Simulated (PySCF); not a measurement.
## NMR parameters from quadrupole coupling constants

Compound: C₅H₈NP₃.
Structure used (GFN2-xTB), in Å, numbered top down from 1:
```
atom  x, y, z in Å
C1    -1.840   -0.996    0.861
N2    -1.168   -0.073   -0.012
C3    -1.934    0.751   -0.906
C4     0.190    0.013    0.001
P5     1.000   -1.067    1.154
C6     2.689   -0.780    1.003
P7     3.699    0.249    0.049
C8     2.587    1.127   -0.941
P9     0.879    1.184   -1.141
H10   -2.915   -0.930    0.715
H11   -1.515   -2.024    0.660
H12   -1.609   -0.774    1.909
H13   -1.735    1.812   -0.719
H14   -2.996    0.561   -0.767
H15   -1.669    0.542   -1.949
H16    3.253   -1.412    1.689
H17    3.079    1.828   -1.615
```

Computed at PBE0/pcSseg-1 (PySCF, non-relativistic):

```
atom            environment  nucleus  spin I    Q (b)  CQ = χzz (MHz)      η
  N2  aniline-type nitrogen      14N       1  0.02044          -4.846  0.038
```

Recover the principal values of the field gradient from CQ = 234.96 MHz × Q × Vzz, η = (Vxx − Vyy)/Vzz and a zero trace.

The tensor is traceless, so η fixes the two smaller values:

```
atom  Vxx (au)  Vyy (au)  Vzz (au)  Vzz (10²¹ V/m²)
  N2     0.485     0.524    -1.009            -9.81
```

PQ = |CQ|√(1 + η²/3), νQ = 3|CQ|/[2I(2I − 1)], ν0 = |g|·7.62259 MHz/T·B with g(14N) = 0.40376: values at 14.1 T?

```
atom  PQ (MHz)  νQ (MHz)  ν0 (MHz)  νQ/ν0
  N2     4.848     7.270     43.40  0.168
```

For N2: PQ = 4.846 × 1.0002, νQ = 4.846 × 1.5000, ν0 = 3.0777 MHz/T × 14.1 T.

Quadrupolar 1/T1 and linewidth for τc = 15 ps (extreme narrowing, isotropic tumbling)?

1/T1 = 1/T2 = (3π²/10)(2I + 3)/[I²(2I − 1)] × PQ² × τc; the width is 1/(πT2).

| site | spin factor (2I + 3)/[I²(2I − 1)] | 1/T1 (s⁻¹) | T1 (ms) | linewidth (Hz) |
| --- | --- | --- | --- | --- |
| 14N at N2 | 5.000 | 5220 | 0.192 | 1660 |

Geometry: GFN2-xTB; no solvent, vibrations or thermal averaging. GFN2-xTB bond lengths can be off by several hundredths of an ångström, more for odd bonds, and the gradients follow them. These gradients aren't converged with respect to the basis.

These values come from a run that also computed NMR shieldings. Hardware: one thread of an Arm Neoverse V2, no GPU, shared host. Cost: 43 s of wall time, 0.89 GiB resident at most.
